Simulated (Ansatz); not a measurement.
`C#CC(=C)C` + `BS` → `BSC#C` + propene  (substitution at a C–C bond)

Calculated with Ansatz (gas phase, PBE0-D4/def2-TZVP geometries, no zero-point term in ΔE). CCSD(T)/CBS is the MP2 limit (def2-TZVPP, def2-QZVPP) plus CCSD(T) − MP2 in def2-TZVPP, frozen cores. This one scheme is used for every species. DFT in def2-TZVPP. HSE06 is defined as in plane-wave codes.

**Question.** Is it downhill or uphill in electronic energy at CCSD(T)/CBS, and by how much? (An estimate is asked.)

**Answer.** Ansatz gave: Uphill: ΔE = +77.7 kJ/mol.

**Question.** What do these levels give: BLYP-D4, HSE06-D4, BHLYP-D4, CAM-B3LYP-D4, ωB97X-V, r2SCANh, HSE06, CAM-B3LYP, LC-ωPBE, MP2/def2-SVP, CCSD(T)/def2-SVP, HF/def2-TZVPP? (Estimate.)

**Answer.** Ansatz gave: BLYP-D4 84.6, HSE06-D4 62.9, BHLYP-D4 99.7, CAM-B3LYP-D4 90.9, ωB97X-V 77.5, r2SCANh 64.7, HSE06 62.9, CAM-B3LYP 90.9, LC-ωPBE 67.8, MP2/def2-SVP 78.5, CCSD(T)/def2-SVP 93.3, HF/def2-TZVPP 135.3 kJ/mol.

Largest T1 diagnostic among the species: 0.015.

From BLYP to BHLYP (50 % exact exchange), in def2-TZVPP and without D4, ΔE moves by +14.0 kJ/mol. At CCSD(T), def2-SVP lies +15.6 kJ/mol from the extrapolated value and def2-TZVPP +1.8 kJ/mol.
